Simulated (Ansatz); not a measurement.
Reaction (redistribution): `B[CH2][AlH][CH3]` + `NC[CH2][GeH3]` → `BCCN` + `[CH3][AlH][CH2][GeH3]`

Isolated molecules relaxed with PBE0-D4/def2-TZVP in Ansatz; ΔE leaves out vibrations. CCSD(T)/CBS is the MP2 limit (def2-TZVPP, def2-QZVPP) plus CCSD(T) − MP2 in def2-TZVPP, frozen cores. DFT in def2-TZVPP. B3LYP here is the variant with VWN-RPA as its local correlation; programs differ in this. For Ge outer-core shells are correlated without core-valence functions, which leaves a few kJ/mol of doubt a bond. Scalar relativity is left out up to krypton. One conformer a species, not always the lowest.

`B[CH2][AlH][CH3]`:

```xyz
12

B     1.111   -1.589   -0.370
C     0.208   -0.779   -1.261
Al    0.072    0.942   -0.263
C    -1.070    1.096    1.303
H     0.668   -2.188    0.573
H     2.302   -1.569   -0.520
H     0.585   -0.475   -2.239
H    -0.851   -1.063   -1.279
H     0.857    2.194   -0.843
H    -1.807    1.897    1.184
H    -0.470    1.361    2.182
H    -1.604    0.172    1.534
```

`NC[CH2][GeH3]`:

Z-matrix (Å, degrees):
```
C
C 1 1.517
N 1 1.456 2 110.5
H 1 1.102 2 109.2 3 -125.6
H 1 1.095 2 109.5 3 118.3
Ge 2 1.959 1 113.3 3 -176.7
H 2 1.095 1 110.3 3 62.5
H 2 1.093 1 109.7 3 -55.0
H 3 1.013 1 110.7 2 178.5
H 3 1.013 1 110.2 2 -63.4
H 6 1.541 2 110.5 1 -61.1
H 6 1.540 2 110.2 1 58.6
H 6 1.539 2 110.4 1 178.8
```

`BCCN`:

Cartesian coordinates in Å:
```
B 0.257 -1.052 -1.593
C 0.117 0.144 -0.618
C -0.279 -0.146 0.827
N -0.267 0.978 1.747
H 0.347 -0.863 -2.773
H 0.335 -2.180 -1.190
H -0.500 0.944 -1.048
H 1.139 0.574 -0.640
H 0.380 -0.921 1.231
H -1.285 -0.577 0.846
H -0.901 1.702 1.429
H 0.655 1.397 1.782
```

`[CH3][AlH][CH2][GeH3]`:

```xyz
13

C     0.828    0.741    2.045
Al   -0.091   -0.682    1.078
C     0.220   -0.965   -0.825
Ge   -0.790    0.281   -1.947
H     1.309    0.360    2.952
H     1.588    1.248    1.445
H     0.110    1.500    2.378
H    -1.154   -1.600    1.829
H    -0.064   -1.976   -1.132
H     1.276   -0.816   -1.076
H    -0.353    1.730   -1.654
H    -0.578    0.004   -3.448
H    -2.299    0.175   -1.646
```

(1) Is it downhill or uphill in electronic energy at CCSD(T)/CBS, and by how much? (Best estimate.)

(2) What do these levels give: PBE0-D4, B3LYP-D4, PBE, PBE0, MP2/def2-QZVPP, CCSD/CBS(def2)? (Best estimate.)

Largest T1 diagnostic among the species: 0.011.

## Answers

(1) Ansatz gave: Uphill: ΔE = +7.4 kcal/mol.

(2) Computed: PBE0-D4 7.5, B3LYP-D4 7.3, PBE 8.2, PBE0 7.5, MP2/def2-QZVPP 7.7, CCSD/CBS(def2) 6.8 kcal/mol.

In def2-TZVPP, CCSD(T) changes the Hartree–Fock value by +3.1 kcal/mol (the triples alone add +0.5 kcal/mol) and MP2 by +3.5 kcal/mol. From PBE to PBE0 (25 % exact exchange), in def2-TZVPP and without D4, ΔE moves by −0.7 kcal/mol.
